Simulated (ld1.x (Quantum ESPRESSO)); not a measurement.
## Configuration tests for Cu (Z = 29) (PAW)

| Quantity | Value |
| --- | --- |
| Element | Cu (Z = 29) |
| Generator | ld1.x (Quantum ESPRESSO) 7.5 |
| Type | PAW |
| Functional | PBEsol |
| Relativity | scalar-relativistic |
| Frozen core | [Ar] |
| Valence charge | 11 |
| Reference configuration | 3d10 4s0.5 4p0 (charge +0.5) |
| Partial waves | 4s (bound): rcut 1.55, rcutus 1.85 bohr; 4s channel at -0.15 Ry: rcut 1.55, rcutus 1.85 bohr; 4p (bound, empty): rcut 1.70, rcutus 2.30 bohr; 4p channel at 3 Ry: rcut 1.70, rcutus 2.30 bohr; 3d (bound): rcut 1.30, rcutus 1.60 bohr; 3d channel at -0.35 Ry: rcut 1.30, rcutus 1.60 bohr |
| Local potential | all-electron potential smoothed inside 1.30 bohr (lloc = -1) |
| Core correction | Bessel-smoothed model core inside 1.35 bohr |
| Augmentation charge | BESSEL, radius 1.05 bohr |

Energies are relative to the spin-unpolarised reference configuration 3d10 4s0.5 4p0; without spin polarisation the order of configurations can differ from experiment.

```
valence configuration  charge  ΔE all-electron (eV)  error AE − PS (meV)
         3d10 4s0 4p0      +1                 4.949                 -2.3
          3d9 4s0 4p0      +2                26.262                  -65
         3d10 4s0 4p1       0                 1.016                 -0.3
          3d7 4s0 4p0      +4               124.928                -1964
          3d9 4s1 4p0      +1                 8.452                  -68
          3d9 4s1 4p1       0                 3.709                  -72
```

(1) What are ΔE and the potential's error for 3d10 4s1 4p0?

Note: ghost state, extra bound levels that the all-electron valence spectrum of the same l lacks: s at -40.6 eV. A true bound ghost makes a file unfit for plane-wave use.

Results:

(1) ΔE = -3.154 eV all-electron; the error (AE − PS) is -0.8 meV.
